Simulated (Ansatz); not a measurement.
Born–Oppenheimer molecular dynamics of CH$_{8}$AlClN$_{2}$ (13 atoms, charge 0, multiplicity 1). It starts at the highest image of a converged band, a first-order saddle point between two minima.

Method: Ansatz, RKS B3LYP-D4/def2-SVP.

* ensemble: NVE (velocity Verlet)
* time step: 0.5 fs
* steps asked: 200
* starting velocities drawn for: 100 K
* seed: 6945

First frame:

```xyz
13
Properties=species:S:1:pos:R:3
Al -0.124 -0.401 -0.051
C 0.275 1.595 0.174
N -1.192 -0.934 1.263
N -0.175 -1.143 -1.668
H 1.553 0.572 0.278
Cl 2.397 -0.592 0.383
H -0.602 1.887 -0.438
H 1.098 2.197 -0.250
H 0.096 1.941 1.204
H -1.525 -1.888 1.368
H -1.414 -0.398 2.095
H -1.022 -1.464 -2.124
H 0.635 -1.372 -2.233
```

Problem. How far do the bonds stretch over the last three quarters of this one trajectory? (Pairs bonded in most of those frames.)

Solution. 
```tsv
bond	mean (Å)	spread (Å)	shortest	longest
Al1–C2	1.970	0.015	1.95	2.00
Al1–N3	1.786	0.010	1.77	1.80
Al1–N4	1.790	0.010	1.77	1.80
C2–H7	1.106	0.017	1.08	1.14
C2–H8	1.106	0.017	1.08	1.13
C2–H9	1.104	0.002	1.10	1.11
N3–H10	1.016	0.006	1.00	1.03
N3–H11	1.015	0.010	1.00	1.03
N4–H12	1.016	0.013	1.00	1.04
N4–H13	1.015	0.017	0.99	1.04
H5–Cl6	1.301	0.029	1.26	1.36
```

Mean temperature of the second half: 212 K. The conserved energy stayed within 0.099 meV per atom of its start (net change 0.088 meV per atom), so the integration is sound. The kinetic energy rose, since the run started high on the potential surface and went downhill. It ends in pieces (CH7AlN2 + ClH), so much of that is their flight and rotation, not heat. A run of 0.1 ps of so small a system gives no equilibrium averages. The orbitals stay closed-shell, which can raise the energy where a bond breaks towards radicals; this wasn't checked here.

Time of the run: 7.8 min on 2 threads of AMD EPYC 9R14 (Zen 4), with other jobs on the host, peak memory 0.3 GiB.
